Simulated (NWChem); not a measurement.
All runs are NWChem calculations. System: AsGa, charge 0, spin multiplicity 3, at a geometry optimised with UPBE/def2-SVP. The structure started from a generated list of species. Its SCF solution wasn't tested for a lower state. Level: UHF/def2-TZVP.

Job file:

```
start mol
memory heap 200 mb stack 900 mb global 1100 mb
geometry units angstroms nocenter noautoz
  Ga     0.000000     0.000000     1.330997
  As     0.000000     0.000000    -1.250330
  symmetry group C2v
end
basis spherical
  * library def2-tzvp
end
scf
  uhf
  nopen 2
  maxiter 100
  thresh 1e-7
  semidirect memsize 60000000 filesize 0
  # guess.movecs holds the orbitals of an unrestricted PBE0 run
  vectors input guess.movecs output mol.movecs
end
task scf energy
```

Part of the output:

```
             Northwest Computational Chemistry Package (NWChem) 7.3.0
             --------------------------------------------------------

                                NWChem Input Module
                                -------------------

 Scaling coordinates for geometry "geometry" by  1.889725989
 (inverse scale =  0.529177249)

 Turning off AUTOSYM since
 SYMMETRY directive was detected!

                             Geometry "geometry" -> ""
                             -------------------------

 Output coordinates in angstroms (scale by  1.889725989 to convert to a.u.)

  No.       Tag          Charge          X              Y              Z
 ---- ---------------- ---------- -------------- -------------- --------------
    1 Ga                  31.0000     0.00000000     0.00000000     1.33099700
    2 As                  33.0000     0.00000000     0.00000000    -1.25033000

 Effective nuclear repulsion energy (a.u.)     209.7170663487

            Nuclear Dipole moment (a.u.)
            ----------------------------
        X                 Y               Z
 ---------------- ---------------- ----------------
     0.0000000000     0.0000000000     0.0000321253

      Symmetry information
      --------------------

 Group name             C2v
 Group number             16
 Group order               4
 No. of unique centers     2

      Symmetry unique atoms

     1    2


 Summary of "ao basis" -> "" (spherical)
 ------------------------------------------------------------------------------
       Tag                 Description            Shells   Functions and Types
 ---------------- ------------------------------  ------  ---------------------
 *                         def2-tzvp                  on all atoms

 Summary of "ao basis" -> "ao basis" (spherical)
 ------------------------------------------------------------------------------
       Tag                 Description            Shells   Functions and Types
 ---------------- ------------------------------  ------  ---------------------
 Ga                        def2-tzvp                16       48   6s5p4d1f
 As                        def2-tzvp                16       48   6s5p4d1f

                                 NWChem SCF Module
                                 -----------------

  ao basis        = "ao basis"
  functions       =    96
  atoms           =     2
  alpha electrons =    33
  beta  electrons =    31
  charge          =   0.00
  wavefunction    = UHF
  use symmetry    = T
  symmetry adapt  = T

 Summary of "ao basis" -> "ao basis" (spherical)
 ------------------------------------------------------------------------------
       Tag                 Description            Shells   Functions and Types
 ---------------- ------------------------------  ------  ---------------------
 Ga                        def2-tzvp                16       48   6s5p4d1f
 As                        def2-tzvp                16       48   6s5p4d1f

      Symmetry analysis of basis
      --------------------------

        a1         42
        a2         10
        b1         22
        b2         22

 Forming initial guess at       0.1s

   Symmetry analysis of molecular orbitals - initial alpha
   -------------------------------------------------------

  Numbering of irreducible representations:

     1 a1          2 a2          3 b1          4 b2

  Orbital symmetries:

     1 a1          2 a1          3 a1          4 b2          5 a1
     6 b1          7 a1          8 b2          9 b1         10 a1
[...]
  ----- ------------  ---------------      ----- ------------  ---------------
    21      1.413841  1 Ga pz                54      1.121909  2 As s
    69      0.980906  2 As pz                 6     -0.857887  1 Ga s
    18      0.182323  1 Ga pz                 5     -0.168796  1 Ga s

                     UHF Final Beta Molecular Orbital Analysis
                     -----------------------------------------

 Vector   29  Occ=1.000000D+00  E=-6.171257D-01  Symmetry=a1
              MO Center=  5.0D-15, -4.2D-15, -7.9D-01, r^2= 1.9D+00
   Bfn.  Coefficient  Atom+Function         Bfn.  Coefficient  Atom+Function
  ----- ------------  ---------------      ----- ------------  ---------------
    53      0.573235  2 As s                 54      0.449348  2 As s
    52     -0.321545  2 As s                  5      0.225540  1 Ga s
    51     -0.223700  2 As s                  6      0.155050  1 Ga s

 Vector   30  Occ=1.000000D+00  E=-4.149402D-01  Symmetry=a1
              MO Center= -5.9D-15,  4.9D-15,  7.5D-01, r^2= 3.3D+00
   Bfn.  Coefficient  Atom+Function         Bfn.  Coefficient  Atom+Function
  ----- ------------  ---------------      ----- ------------  ---------------
     5      0.620387  1 Ga s                  6      0.431607  1 Ga s
    53     -0.295739  2 As s                  4     -0.282058  1 Ga s
    54     -0.282461  2 As s                  3     -0.193429  1 Ga s
    52      0.161496  2 As s

 Vector   31  Occ=1.000000D+00  E=-2.394689D-01  Symmetry=b1
              MO Center= -5.0D-16, -1.1D-15, -5.0D-01, r^2= 3.5D+00
   Bfn.  Coefficient  Atom+Function         Bfn.  Coefficient  Atom+Function
  ----- ------------  ---------------      ----- ------------  ---------------
    67      0.446294  2 As px                64      0.359957  2 As px
    19      0.297899  1 Ga px                58     -0.221514  2 As px
    16      0.206273  1 Ga px

 Vector   32  Occ=0.000000D+00  E=-2.840614D-03  Symmetry=a1
              MO Center=  3.6D-16,  3.9D-16,  3.5D-01, r^2= 5.6D+00
   Bfn.  Coefficient  Atom+Function         Bfn.  Coefficient  Atom+Function
  ----- ------------  ---------------      ----- ------------  ---------------
    69     -0.452554  2 As pz                21      0.421328  1 Ga pz
     6      0.378124  1 Ga s                 18      0.252441  1 Ga pz
    66     -0.252964  2 As pz                54      0.201814  2 As s
    60      0.184318  2 As pz

 Vector   33  Occ=0.000000D+00  E= 1.330795D-03  Symmetry=b2
              MO Center=  3.1D-16,  9.8D-16,  6.3D-01, r^2= 4.9D+00
   Bfn.  Coefficient  Atom+Function         Bfn.  Coefficient  Atom+Function
  ----- ------------  ---------------      ----- ------------  ---------------
    20      0.651657  1 Ga py                17      0.251250  1 Ga py
    68      0.240979  2 As py                65      0.159568  2 As py

 Vector   34  Occ=0.000000D+00  E= 3.345474D-02  Symmetry=b1
              MO Center=  9.3D-15, -1.6D-15,  7.4D-01, r^2= 5.7D+00
   Bfn.  Coefficient  Atom+Function         Bfn.  Coefficient  Atom+Function
  ----- ------------  ---------------      ----- ------------  ---------------
    19      0.751748  1 Ga px                67     -0.504750  2 As px
    16      0.286403  1 Ga px                64     -0.205374  2 As px
    58      0.153085  2 As px

 center of mass
 --------------
 x =   0.00000000 y =   0.00000000 z =  -0.02544411

 moments of inertia (a.u.)
 ------------------
         854.220980381479           0.000000000000           0.000000000000
           0.000000000000         854.220980381479           0.000000000000
           0.000000000000           0.000000000000           0.000000000000

  Mulliken analysis of the total density
  --------------------------------------

    Atom       Charge   Shell Charges
 -----------   ------   -------------------------------------------------------
    1 Ga  31    30.68   2.00  2.00  1.18  0.78  1.06  0.83  5.98  4.43  1.56  0.39  0.39  8.89  1.13 -0.02  0.08  0.01
    2 As  33    33.32   2.00  2.00  1.17  0.78  0.99  0.97  5.99  5.76  0.36  1.55  1.71  8.94  1.06 -0.02  0.04  0.00

  Mulliken analysis of the alpha density
  --------------------------------------

    Atom       Charge   Shell Charges
 -----------   ------   -------------------------------------------------------
    1 Ga  31    15.38   1.00  1.00  0.59  0.39  0.51  0.42  2.99  2.22  0.78  0.26  0.17  4.44  0.56 -0.00  0.03  0.01
    2 As  33    17.62   1.00  1.00  0.59  0.39  0.49  0.51  3.00  2.89  0.20  1.26  1.28  4.46  0.53 -0.00  0.02  0.00

   Mulliken analysis of the beta density
   -------------------------------------

    Atom       Charge   Shell Charges
 -----------   ------   -------------------------------------------------------
    1 Ga  31    15.30   1.00  1.00  0.59  0.39  0.54  0.40  2.99  2.21  0.78  0.13  0.22  4.45  0.56 -0.02  0.05  0.00
    2 As  33    15.70   1.00  1.00  0.59  0.39  0.51  0.46  3.00  2.87  0.16  0.29  0.43  4.48  0.53 -0.01  0.02  0.00

   Mulliken analysis of the spin density
   -------------------------------------

    Atom       Charge   Shell Charges
 -----------   ------   -------------------------------------------------------
    1 Ga  31     0.08  -0.00 -0.00 -0.00  0.00 -0.03  0.02  0.00  0.01 -0.00  0.14 -0.05 -0.00 -0.00  0.01 -0.02  0.00
    2 As  33     1.92  -0.00 -0.00 -0.00 -0.00 -0.02  0.05  0.00  0.02  0.04  0.98  0.86 -0.02  0.01  0.01 -0.01  0.00

       Multipole analysis of the density wrt the origin
       ------------------------------------------------

     L   x y z        total         alpha         beta         nuclear
     -   - - -        -----         -----         ----         -------
     0   0 0 0     -0.000000    -33.000000    -31.000000     64.000000

     1   1 0 0     -0.000000     -0.000000      0.000000      0.000000
     1   0 1 0      0.000000      0.000000     -0.000000      0.000000
     1   0 0 1      1.143319      2.258226     -1.114939      0.000032

     2   2 0 0    -28.700579    -15.091639    -13.608941      0.000000
     2   1 1 0      0.000000      0.000000      0.000000      0.000000
     2   1 0 1      0.000000      0.000000      0.000000      0.000000
     2   0 2 0    -24.753142    -15.384280     -9.368862      0.000000
     2   0 1 1     -0.000000     -0.000000      0.000000      0.000000
     2   0 0 2    -24.644070   -213.857709   -191.132821    380.346461

 Task  times  cpu:        2.4s     wall:        2.4s

 Total times  cpu:        2.4s     wall:        2.4s
```
